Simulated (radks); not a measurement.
Question: Species: Pb33+. Configuration: [Kr] 4d10 4f3 (the NIST ground configuration). Method: non-relativistic Kohn-Sham, TPSS, spin-polarised, spherical densities, point nucleus; open shells are filled with parallel spins first (spin-orbit coupling, left out, can overturn this in heavy ions); meta-GGA in the generalised Kohn-Sham scheme; relativity is left out, which matters for an element this heavy; computed with a radial shooting solver on a logarithmic mesh with Libxc functionals. Some entries of the table are withheld. Estimate them.

orbital,occ.,eigenvalue (Ry),<1/r> (bohr^-1),<r^2> (bohr^2)
1s down,1,-5899.667,81.46,0.0004549
1s up,1,-5899.666,81.46,0.0004549
2s up,1,-1069.247,19.20,0.007058
2s down,1,-1069.237,19.20,0.007058
2p up,3,-1032.597,19.24,0.005204
2p down,3,-1032.590,19.24,0.005203
3s up,1,-323.3047,7.518,0.04288
3s down,1,-322.9561,7.525,0.04282
3p up,3,-306.1125,7.468,0.03938
3p down,3,-305.7931,7.475,0.03932
3d up,5,-274.2182,7.389,0.03020
3d down,5,-273.9810,7.395,0.03014
4s up,1,-132.6440,3.549,0.1798
4s down,1,-132.2576,3.542,0.1802
4p up,3,-124.9601,3.485,0.1795
4p down,3,-124.5628,3.477,0.1800
4d up,5,-111.0167,3.362,0.1748
4d down,5,-110.5881,3.354,0.1754
4f up,3,-93.03054,3.169,0.1529
4f down,0,-92.51397,3.163,0.1537
5s up,0,-71.04407,1.955,0.5713
5s down,0,-70.87841,1.950,0.5731
5p up,0,-67.54198,1.912,(1)
5p down,0,-67.37797,1.907,(2)

Answer: 
(1) 5p up <r^2> (bohr^2): 0.5890
(2) 5p down <r^2> (bohr^2): 0.5910
